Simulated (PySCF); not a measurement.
H₆O₃Si₂, SMILES [Si](O)(O)([SiH3])O. Atoms are numbered in the order given.

```xyz
11

O      0.5320    -1.4542    -1.0366
Si     0.0000     0.0000    -0.4505
O     -1.5254     0.2663    -1.0366
O      0.9934     1.1879    -1.0366
Si     0.0000     0.0000     1.8941
H      1.4549    -1.6847    -0.8781
H     -2.1865    -0.4176    -0.8781
H      0.7316     2.1023    -0.8781
H      1.3513    -0.3542     2.4341
H     -0.9824    -0.9931     2.4341
H     -0.3689     1.3474     2.4341
```
Charge 0, spin multiplicity 1.

Geometry optimised at r2SCAN-D4/def2-SVP. One conformer was computed; it need not be the lowest.

These are M06-2X/def2-TZVP run with PySCF values and carry that method's errors.

The molecule is in vacuum.

- total energy: -808.41145 hartree
- point group: C3
- highest occupied level: -9.05 eV
- lowest empty level: 0.98 eV
- orbital gap: 10.03 eV
- dipole moment: 1.19 D
- quadrupole, principal values (traceless, Buckingham form, about the centre of nuclear charge): -9.78, 4.89, 4.89 D·Å
- mean static polarisability: 62.6 bohr³ (9.28 Å³)
- polarisability, principal values: 59.4, 59.4, 69.2 bohr³
